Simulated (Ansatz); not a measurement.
Energy needed to pull apart GeH$_{4}$SO (SMILES S[O][GeH3]), closed shell, into free ground-state atoms, from the structure below (displaced at random from a GFN2-xTB minimum); no zero-point or spin–orbit terms; open-shell atoms are treated unrestricted, in their ground-state multiplicity.

S1  (-0.906, -1.974, -0.291)
O2  (-0.584, -0.465, 0.644)
Ge3  (0.638, 0.783, 0.163)
H4  (-2.027, -1.607, -0.855)
H5  (0.391, 1.313, -1.296)
H6  (0.265, 1.826, 1.312)
H7  (2.125, 0.134, 0.276)
(Å)

Ansatz 0.2.0; basis: def2-TZVPP; cores frozen in the correlated methods. Filled d shells of the heavier atoms are correlated. The def2 sets are not built for correlating such inner shells, so the correlated values are less sure here.

| method | atomization energy (kcal/mol) |
| --- | --- |
| PBE-D4 | 452.5 |
| revPBE-D4 | ? |
| r2SCAN-D4 | 447.6 |
| PBE0-D4 | ? |
| r2SCAN0-D4 | 433.8 |
| wB97M-V | 446.1 |
| HF | 286.4 |
| MP2 | 437.8 |
| CCSD | 427.0 |
| CCSD(T) | 436.3 |

**Question.** What does PBE0-D4 give? (To be estimated.)

**Answer.** The calculation gives: 438.0 kcal/mol, which is about 1.7 kcal/mol more than CCSD(T)/def2-TZVPP.

**Question.** What does revPBE-D4 give? (An estimate is asked for; the value comes from the calculation.)

**Answer.** By the calculation: 440.6 kcal/mol, which is about 4.3 kcal/mol more than CCSD(T)/def2-TZVPP.

In triple zeta the MP2 and coupled-cluster atomization energies are still short of their basis limit by a few kcal/mol a bond, whereas those of the functionals are nearly converged, so these differences are not deviations from converged CCSD(T).

T1 diagnostic: at most 0.014.

For scale, one of the runs: CCSD(T)/def2-TZVPP forces, 177 basis functions (an equivalent command: `ansatz run in.yaml --threads 4`). Time: 120 s of wall clock on 4 CPU threads; the host was shared. Peak host memory: 2.9 GiB.
